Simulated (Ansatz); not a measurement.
Z-matrix (Å, degrees):
```
Si
O 1 1.659
Al 1 2.911 2 67.4
C 1 1.863 2 106.0 3 -15.8
H 1 1.484 2 105.9 3 -139.9
H 1 1.494 2 110.5 3 102.1
C 2 1.437 1 119.0 3 -19.2
H 3 1.587 1 167.2 2 173.3
H 4 1.097 1 111.3 2 -93.1
H 4 1.092 1 114.3 2 144.8
H 7 1.099 2 109.7 1 -95.8
H 7 1.096 2 107.7 1 149.8
```

The species carries charge 0 and has multiplicity 1.

Q: List the PBE/def2-TZVPP orbital energies in eV (Ansatz 0.2.0). (Estimate.)

A: Ansatz gave: Occupied: -1779.60, -1506.47, -510.01, -269.66, -268.36, -137.28, -106.77, -94.04, -93.99, -93.99, -68.91, -68.63, -68.62, -24.84, -16.87, -16.24, -12.49, -10.89, -10.74, -10.39, -9.97, -8.81, -8.13, -7.96, -6.75, -6.50, -5.77. Lowest empty: -2.11, -0.52, -0.13, -0.07, 0.93, 1.24, 1.48, 1.84.
